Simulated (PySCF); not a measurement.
## Radial density of Be³⁺ (beryllium, charge +3)

M06-L, 1s1, 2S determinant. Calculation: PySCF 2.14, in cc-pVTZ (4s3p2d1f, 30 functions); the non-relativistic Hamiltonian (point nucleus).

```
r (bohr)  4πr²ρ (e/bohr)  4πr²(ρα − ρβ)
 0.00547        0.006855         0.0069
 0.00920         0.01887         0.0189
  0.0155         0.05062         0.0506
  0.0260          0.1316         0.1316
  0.0438          0.3224         0.3224
  0.0736          0.7183         0.7183
   0.124           1.361         1.3613
   0.208           1.983         1.9828
   0.350           1.875         1.8750
   0.589          0.8609         0.8609
   0.991          0.1052         0.1052
    1.67       0.0001182         0.0001
    2.80       0.0001045         0.0001
    7.93       5.981e-05         0.0001
```

For one electron the Hartree and exchange-correlation energies should cancel; what remains is the self-interaction error.
